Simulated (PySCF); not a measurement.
Species: C4H8O3S.
Z-matrix (Å and degrees, PBE0-D3(BJ)/def2-SVP geometry), rows numbered from 1:
```
C 
O   1  1.3984
C   2  1.3864  1  113.73
C   3  1.5562  2  115.03  1    75.16
S   4  1.8124  3   89.21  2   129.88
O   5  1.4578  4  109.73  3    96.68
O   5  1.4548  4  113.95  3  -122.92
C   3  1.5381  2  110.26  1  -175.07
H   1  1.1068  2  111.69  3    59.68
H   1  1.1072  2  112.07  3   -61.86
H   1  1.0979  2  107.65  3   179.01
H   3  1.1066  2  111.22  1   -51.01
H   4  1.0987  3  111.90  2    18.48
H   4  1.0970  3  118.50  2  -114.18
H   8  1.0982  3  111.10  2   -21.62
H   8  1.0966  3  117.96  2   109.57
```

All values: B3LYP/def2-SVPD (PySCF, non-relativistic), on one gas-phase PBE0-D3(BJ)/def2-SVP geometry that isn't relaxed in the solvent. The solvent is an IEF-PCM continuum (van der Waals radii × 1.2). Specific hydrogen bonds and non-electrostatic terms are outside this model.

Gas phase at B3LYP/def2-SVPD: HOMO -7.98 eV, LUMO -0.17 eV, dipole 5.33 D.

Task: What does the continuum do to the energy, the frontier levels and the dipole at B3LYP/def2-SVPD in benzene and methanol?

Result: 
```csv
solvent,ε,E(solvent) − E(gas) (kJ/mol),polarisation term (kJ/mol),distortion of the solute (kJ/mol),HOMO (eV),LUMO (eV),dipole (D)
benzene,2.271,-22.63,-24.64,2.01,-7.82,0.10,6.02
methanol,32.61,-48.36,-57.96,9.60,-7.63,0.18,6.80
```

The polarisation term is half the interaction of the solute with the surface charges that it induces; the rest is the cost of distorting the solute's density. The sum is the electrostatic part of solvation alone. The atom shares or the degeneracy of the HOMO differ from the gas phase in benzene and methanol, so that column needn't follow one orbital. The atom shares or the degeneracy of the LUMO differ from the gas phase in methanol, so that column needn't follow one orbital. From benzene to methanol the lowering changes by a factor 2.14, Onsager's factor (ε − 1)/(2ε + 1) by 2.08 and ε itself by 14.4.

Task: Which radius a makes the point-dipole formula ΔE = −[(ε − 1)/(2ε + 1)]·μ²/a³ give the value in methanol, with the gas-phase dipole?

Result: μ = 2.098 au and |ΔE| = 0.01842 Eh give a = 2.57 Å; the farthest nucleus lies 3.31 Å from the centroid of the nuclei, so such a sphere wouldn't even hold the nuclei. The formula assumes a rigid point dipole at the centre of a sphere.

Task: How does the static polarisability (B3LYP/def2-SVPD, frozen core, with the continuum's full static response) change?

Result: 
```csv
medium,isotropic (au),principal values (au),⟨r²⟩ of the electrons (bohr²)
gas,78.3,"70.5, 71.2, 93.2",1221.0
benzene,88.7,"80.3, 81.6, 104.1",1221.5
methanol,104.0,"95.6, 99.2, 117.3",1222.3
```

The isotropic value in methanol is 1.33 times the gas-phase one; no cavity-field correction is applied. ⟨r²⟩ is taken about the centre of nuclear charge.

The run took 67 s wall on one thread, Intel Xeon at 2.70 GHz (x86_64), on a shared host, and the process peaked at 1.1 GiB of memory. This is the whole response run at B3LYP/def2-SVPD in methanol, SCF included.
